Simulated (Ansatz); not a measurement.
Basis sets compared for the cluster Mg3Al3⁺. Total charge 1; singlet. Geometry PBE0-D4/def2-SVP. Ansatz on 4 threads of Intel Xeon on a shared host; times are rough, and most runs start from earlier orbitals.

```xyz
6

Al   -1.1883   -0.4957   -0.3640
Al    0.4094    0.0065   -2.4329
Al    0.1445   -2.1466    1.2198
Mg    1.6532    0.2111    0.2114
Mg   -0.3591    2.3318   -1.2127
Mg   -0.6596    0.0929    2.5783
```

The restricted singlet is unstable towards broken spin symmetry in Hartree–Fock (as tested in another run); at PBE-D4/def2-SVP, PBE-D4/def2-TZVP, PBE0-D4/def2-SVP, PBE0-D4/def2-TZVP this wasn't settled. Another isomer (singlet) lies 0.45 eV lower at PBE0-D4/def2-TZVP; other spin states weren't run for this one.

```json
{"level": "PBE-D4/def2-SVP", "functions": "108", "energy (Eh)": "-1326.1008", "HOMO (eV)": "-7.63", "LUMO (eV)": "-6.98", "wall time": "2.8 s"}
{"level": "PBE0-D4/def2-SVP", "functions": "108", "energy (Eh)": "-1326.2063", "HOMO (eV)": "-8.23", "LUMO (eV)": "-6.37", "wall time": "4.5 s"}
```

Q: Estimate the rows for PBE-D4/def2-TZVP (with forces), PBE0-D4/def2-TZVP.

A: 
```tsv
level	functions	energy (Eh)	HOMO (eV)	LUMO (eV)	wall time
PBE-D4/def2-TZVP (with forces)	207	-1326.5706	-7.56	-6.93	6.5 s
PBE0-D4/def2-TZVP	207	-1326.6725	-8.16	-6.32	11 s
```
